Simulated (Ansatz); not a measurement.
One change: `C[CH]([SiH3])[InH2]` becomes `C[CH2][InH2]`.

Ansatz, PBE0-D4/def2-TZVP geometries, multiplicity 1. 

Elements past krypton have def2 core potentials.

| property | `C[CH]([SiH3])[InH2]` |
| --- | --- |
| LUMO energy (PBE/def2-TZVPP) / eV | -2.49 |
| HOMO energy (B3LYP/def2-TZVPP) / eV | -6.95 |
| HOMO–LUMO gap (ωB97M-V/def2-TZVPP) / eV | 8.95 |
| LUMO energy (PBE0/def2-TZVPP) / eV | -1.76 |
| HOMO–LUMO gap (PBE/def2-TZVPP) / eV | 3.57 |
| size of the dipole moment (B3LYP/def2-TZVPP) / D | 1.07 |

(1) Give the same properties after the change, and the shifts. (Best estimate.)

Results:

(1) Computed: 
```json
{"property": "LUMO energy (PBE/def2-TZVPP) / eV", "`C[CH2][InH2]`": "-2.29", "shift": "0.20"}
{"property": "HOMO energy (B3LYP/def2-TZVPP) / eV", "`C[CH2][InH2]`": "-6.90", "shift": "0.05"}
{"property": "HOMO–LUMO gap (ωB97M-V/def2-TZVPP) / eV", "`C[CH2][InH2]`": "9.10", "shift": "0.15"}
{"property": "LUMO energy (PBE0/def2-TZVPP) / eV", "`C[CH2][InH2]`": "-1.55", "shift": "0.21"}
{"property": "HOMO–LUMO gap (PBE/def2-TZVPP) / eV", "`C[CH2][InH2]`": "3.69", "shift": "0.12"}
{"property": "size of the dipole moment (B3LYP/def2-TZVPP) / D", "`C[CH2][InH2]`": "0.85", "shift": "-0.22"}
```

With PBE0 the HOMO rises by 0.06 eV and the LUMO rises by 0.21 eV, so the gap widens by about 0.15 eV. PBE moves the HOMO by 0.10 eV and ωB97M-V by 0.01 eV. The zero-point energy changes by -39.8 kJ/mol with -9 modes. Dipoles are sizes alone; their direction can turn.

B3LYP here is the variant with VWN-RPA as its local correlation; programs differ in this.
